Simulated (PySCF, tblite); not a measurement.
Isomers of CH4NOSi (doublet state), one GFN2-xTB conformer each. Single-point energies are computed at B3LYP/pcH-1 (PySCF, gas phase, no added dispersion term), electronic only. GFN2-xTB treats the open shell by occupation alone, and not every SCF solution was tested for stability.

Task: Rank them by B3LYP/pcH-1 energy, lowest first (kJ/mol).
A. `[O:1]=[CH:2][NH:3][SiH2:4]` (doublet state) with O1–C2–N3–Si4 0°, C2–N3–Si4–H 67° and -67°
B. `[NH2:1][C:2](=[O:3])[SiH2:4]` (doublet state) with H–N1–C2–O3 4° and 175°, N1–C2–Si4–H 20° and 170°
C. `[O:1]=[C:2][NH:3][SiH3:4]` (doublet state) with O1–C2–N3–Si4 0°

Result: C (0.0), A (2.6), B (45.0).

As drawn, the highest has an Si–C bond, which the lowest lacks. Neighbours under 21 kJ/mol apart (O=[C]N[SiH3] and O=CN[SiH2]) can change places with a better method, another conformer or zero-point energy. GFN2-xTB itself gives, in the same order: 21.7, 0.0, 86.3. GFN2-xTB puts O=CN[SiH2] lowest instead; measured from each level's own lowest isomer, the values differ by up to 41.3 kJ/mol (NC(=O)[SiH2]: 86.3 against 45.0).

Task: What happens when harmonic zero-point energies from GFN2-xTB frequencies are added?

Result: 
| SMILES | ZPE (kJ/mol) | electronic (kJ/mol) | with ZPE (kJ/mol) |
| --- | --- | --- | --- |
| O=[C]N[SiH3] | 122.0 | 0.0 | 0.0 |
| O=CN[SiH2] | 131.0 | 2.6 | 11.7 |
| NC(=O)[SiH2] | 127.4 | 45.0 | 50.4 |

The zero-point energies span 9.0 kJ/mol. The order is unchanged.
